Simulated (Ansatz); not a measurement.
Two members of one family (Oligo(phenylene ethynylene), silylethynyl ends), computed with Ansatz in the gas phase. Binding counts from free atoms in the multiplicity of their measured ground term, without zero-point energy. The structures are stationary points that may keep the symmetry of their start.

First: C[Si](C)(C)C#CC#Cc1ccc(C#Cc2ccc(C#Cc3ccc(C#C[Si](C)(C)C)cc3)cc2)cc1 (singlet, charge 0, PBE-D4/def2-SVP geometry).

Cartesian coordinates in Å:
```
C 13.884 -2.733 5.709
Si 12.562 -3.998 6.183
C 12.313 -4.035 8.056
C 13.019 -5.715 5.536
C 10.967 -3.490 5.397
C 9.893 -3.148 4.870
C 8.720 -2.774 4.292
C 7.651 -2.433 3.764
C 6.429 -2.044 3.162
C 5.219 -2.036 3.910
C 4.018 -1.652 3.316
C 3.972 -1.262 1.952
C 2.743 -0.871 1.347
C 1.679 -0.531 0.824
C 0.449 -0.140 0.219
C 0.023 1.214 0.250
C -1.180 1.596 -0.342
C -2.007 0.642 -0.990
C -3.238 1.033 -1.595
C -4.301 1.370 -2.118
C -5.532 1.761 -2.724
C -5.579 2.150 -4.088
C -6.783 2.532 -4.678
C -7.988 2.543 -3.931
C -9.218 2.933 -4.535
C -10.286 3.271 -5.059
Si -11.882 3.777 -5.844
C -13.292 3.327 -4.668
C -11.836 5.643 -6.142
C -12.060 2.850 -7.481
C -7.941 2.154 -2.567
C -6.737 1.772 -1.975
C -1.580 -0.711 -1.021
C -0.378 -1.094 -0.428
C 5.180 -1.269 1.205
C 6.382 -1.653 1.796
H 13.609 -1.719 6.062
H 14.860 -3.003 6.161
H 14.014 -2.688 4.608
H 11.520 -4.757 8.337
H 12.018 -3.036 8.437
H 13.252 -4.336 8.567
H 13.975 -6.057 5.984
H 13.139 -5.705 4.434
H 12.234 -6.457 5.788
H 5.244 -2.338 4.966
H 3.088 -1.650 3.904
H 0.656 1.961 0.750
H -1.501 2.647 -0.313
H -4.650 2.146 -4.676
H -6.809 2.832 -5.737
H -14.271 3.615 -5.104
H -13.312 2.237 -4.469
H -13.181 3.850 -3.696
H -10.996 5.918 -6.811
H -12.780 5.987 -6.615
H -11.707 6.195 -5.188
H -11.222 3.090 -8.167
H -12.065 1.753 -7.320
H -13.008 3.128 -7.986
H -8.870 2.159 -1.978
H -6.711 1.472 -0.918
H -2.213 -1.459 -1.520
H -0.057 -2.145 -0.458
H 5.154 -0.968 0.149
H 7.311 -1.655 1.209
```

```csv
level,HOMO (eV),LUMO (eV),gap (eV),binding per atom (eV)
PBE-D4/def2-SVP,-5.40,-2.71,2.70,5.24
PBE0-D4/def2-SVP,-6.33,-2.08,4.25,5.14
```

Second: C[Si](C)(C)C#CC#Cc1ccc(C#Cc2ccc(C#Cc3ccc(C#Cc4ccc(C#C[Si](C)(C)C)cc4)cc3)cc2)cc1 (singlet, charge 0, PBE-D4/def2-SVP geometry).

```xyz
78

C    -3.909   18.013   -3.198
Si   -3.535   17.659   -1.380
C    -5.028   18.078   -0.299
C    -2.011   18.622   -0.813
C    -3.179   15.852   -1.204
C    -2.938   14.637   -1.093
C    -2.675   13.308   -0.973
C    -2.435   12.096   -0.866
C    -2.160   10.711   -0.750
C    -3.205    9.780   -0.496
C    -2.934    8.419   -0.386
C    -1.608    7.925   -0.525
C    -1.334    6.538   -0.418
C    -1.093    5.331   -0.330
C    -0.817    3.942   -0.233
C     0.493    3.442   -0.469
C     0.763    2.079   -0.378
C    -0.262    1.154   -0.040
C     0.015   -0.235    0.053
C     0.256   -1.443    0.133
C     0.535   -2.831    0.225
C     1.773   -3.357   -0.234
C     2.048   -4.719   -0.146
C     1.100   -5.618    0.413
C     1.382   -7.006    0.508
C     1.628   -8.212    0.591
C     1.913   -9.599    0.691
C     1.021  -10.480    1.360
C     1.304  -11.841    1.461
C     2.492  -12.381    0.898
C     2.782  -13.770    1.004
C     3.036  -14.977    1.098
Si    3.417  -16.780    1.243
C     3.278  -17.275    3.063
C     5.174  -17.072    0.610
C     2.169  -17.744    0.200
C     3.384  -11.500    0.230
C     3.103  -10.139    0.129
C    -0.138   -5.092    0.874
C    -0.414   -3.730    0.780
C    -1.571    1.654    0.200
C    -1.843    3.016    0.104
C    -0.564    8.857   -0.779
C    -0.833   10.219   -0.888
H    -4.789   17.433   -3.545
H    -4.129   19.092   -3.344
H    -3.047   17.747   -3.842
H    -5.919   17.496   -0.609
H    -5.273   19.157   -0.380
H    -4.824   17.850    0.767
H    -1.770   18.401    0.245
H    -1.125   18.362   -1.429
H    -2.187   19.714   -0.908
H    -4.234   10.151   -0.386
H    -3.749    7.708   -0.189
H     1.294    4.148   -0.728
H     1.781    1.704   -0.564
H     2.516   -2.671   -0.667
H     3.008   -5.114   -0.506
H     0.098  -10.074    1.800
H     0.606  -12.514    1.982
H     3.500  -18.355    3.190
H     2.256  -17.086    3.449
H     3.992  -16.701    3.687
H     5.441  -18.146    0.683
H     5.271  -16.763   -0.451
H     5.912  -16.493    1.202
H     2.227  -17.446   -0.866
H     2.368  -18.833    0.265
H     1.133  -17.560    0.551
H     4.306  -11.908   -0.210
H     3.801   -9.467   -0.391
H    -0.880   -5.778    1.307
H    -1.375   -3.337    1.140
H    -2.373    0.947    0.461
H    -2.861    3.391    0.289
H     0.466    8.487   -0.889
H    -0.018   10.930   -1.085
```

Estimate how these quantities change from the first to the second (second minus first).


| level | Δ HOMO (eV) | Δ LUMO (eV) | Δ gap (eV) | Δ binding per atom (eV) |
| --- | --- | --- | --- | --- |
| PBE-D4/def2-SVP | 0.39 | -0.42 | -0.80 | 0.11 |
| PBE0-D4/def2-SVP | 0.51 | -0.50 | -1.02 | 0.10 |
